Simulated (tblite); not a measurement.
C7H10F (doublet state).
Atom-mapped SMILES: `[CH3:1][C@@H:2]1[CH:3]=[C:4]([F:5])[CH2:6][CH:7][CH2:8]1` (hydrogens: H9, H10, H11 on C1; H12 on C2; H13 on C3; H14, H15 on C6; H16 on C7; H17, H18 on C8)
Bond orders are those of one Lewis drawing.

Computed with GFN2-xTB (tblite), gas phase: L-BFGS steps from a force-field or distance-geometry start until the largest atomic force falls under 0.01 eV/Å.

Step 0: E = -672.6491 eV
```
atom  x, y, z in Å  |  force x, y, z in eV/Å
C1      2.0405   -0.0634    0.2155   -0.143   0.742   0.349
C2      0.7957   -0.0122   -0.7040    1.478  -0.607   0.304
C3      0.1016    1.2438   -0.4803   -0.820   2.329  -0.233
C4     -1.0420    1.4055    0.1662    0.678  -1.114   0.081
F5     -1.6283    2.6101    0.3276   -0.007  -0.151   0.056
C6     -1.6946    0.1944    0.7697   -1.607   0.727  -0.518
C7     -1.4251   -1.0007   -0.0720    0.240   0.023   0.700
C8     -0.0174   -1.2478   -0.4432   -0.655  -1.736  -1.036
H9      1.8006   -0.5210    1.1911    0.070   0.375  -0.427
H10     2.8371   -0.6454   -0.2393    0.070   0.222   0.055
H11     2.3156    0.9951    0.3817    0.470  -0.729   0.034
H12     1.1701   -0.0293   -1.7349   -0.081   0.118   0.009
H13     0.5279    2.1608   -0.8959    0.175  -0.361  -0.035
H14    -2.7923    0.3993    0.7538    0.486  -0.236   0.344
H15    -1.3721    0.0971    1.8117   -0.013  -0.147   0.088
H16    -2.1114   -1.8330    0.0139    0.141   0.116  -0.151
H17     0.0048   -1.8475   -1.3960   -0.159   0.099   0.776
H18     0.4804   -1.8996    0.3226   -0.323   0.330  -0.397
```

Step 1: E = -672.8171 eV
```
atom  x, y, z in Å  |  force x, y, z in eV/Å
C1      2.0384   -0.0528    0.2205    0.158   0.046   0.062
C2      0.8169   -0.0208   -0.6996    0.025   0.186   0.252
C3      0.0899    1.2771   -0.4836    0.661  -0.207  -0.588
C4     -1.0323    1.3895    0.1673   -0.620  -0.038   0.516
F5     -1.6284    2.6080    0.3284    0.048  -0.391   0.067
C6     -1.7176    0.2048    0.7623   -0.170   0.068  -0.089
C7     -1.4216   -1.0004   -0.0620   -0.011  -0.062   0.521
C8     -0.0267   -1.2726   -0.4580   -0.116  -0.227  -0.181
H9      1.8016   -0.5157    1.1850    0.014   0.294  -0.181
H10     2.8381   -0.6422   -0.2385   -0.032   0.317   0.171
H11     2.3223    0.9847    0.3822    0.531  -0.205   0.112
H12     1.1689   -0.0276   -1.7348    0.013   0.100  -0.030
H13     0.5304    2.1556   -0.8964    0.366   0.363  -0.273
H14    -2.7854    0.3959    0.7587   -0.292  -0.030   0.245
H15    -1.3723    0.0950    1.8129   -0.189  -0.054  -0.230
H16    -2.1094   -1.8314    0.0118    0.068   0.096  -0.126
H17     0.0025   -1.8461   -1.3850   -0.208  -0.356   0.037
H18     0.4758   -1.8949    0.3170   -0.248   0.100  -0.285
```

**Question.** Estimate the geometry and energy of step 2. (The exact step hangs on the optimiser's Hessian estimate; all steps are aligned on step 1, rigid shifts and turns removed.)

**Answer.** E = -672.8496 eV, largest force 0.770 eV/Å
```
atom  x, y, z in Å  |  force x, y, z in eV/Å
C1      2.0404   -0.0502    0.2223    0.135  -0.033  -0.017
C2      0.8210   -0.0196   -0.6950   -0.117   0.049  -0.044
C3      0.0978    1.2800   -0.4930   -0.530  -0.238   0.210
C4     -1.0398    1.3861    0.1753    0.683   0.017  -0.356
F5     -1.6277    2.6017    0.3295   -0.063  -0.214   0.107
C6     -1.7242    0.2077    0.7596   -0.013  -0.143   0.098
C7     -1.4212   -1.0012   -0.0524    0.040  -0.095   0.325
C8     -0.0302   -1.2805   -0.4634   -0.041   0.278   0.086
H9      1.8020   -0.5103    1.1812   -0.012   0.210  -0.013
H10     2.8378   -0.6368   -0.2358    0.047   0.225   0.125
H11     2.3315    0.9798    0.3840    0.526  -0.024   0.128
H12     1.1689   -0.0258   -1.7352    0.033   0.063   0.050
H13     0.5364    2.1602   -0.9006    0.340   0.369  -0.264
H14    -2.7885    0.3949    0.7633   -0.417  -0.010   0.213
H15    -1.3752    0.0938    1.8097   -0.209  -0.040  -0.195
H16    -2.1080   -1.8296    0.0095   -0.021   0.028  -0.095
H17    -0.0010   -1.8512   -1.3824   -0.217  -0.428  -0.171
H18     0.4712   -1.8925    0.3117   -0.163  -0.015  -0.186
```

The energy changes by -0.0325 eV. The first-order estimate −F·Δx gives -0.0587 eV and the mean of the old and new forces, exact on a quadratic surface, -0.0329 eV. The step makes an angle of 22° with the force vector and moves no atom by more than 0.013 Å.

The cost below is that of the whole relaxation. Time: 1.1 s. Hardware: an Arm Neoverse N1 with one thread, shared host with 64 logical CPUs at a one-minute load of 11.
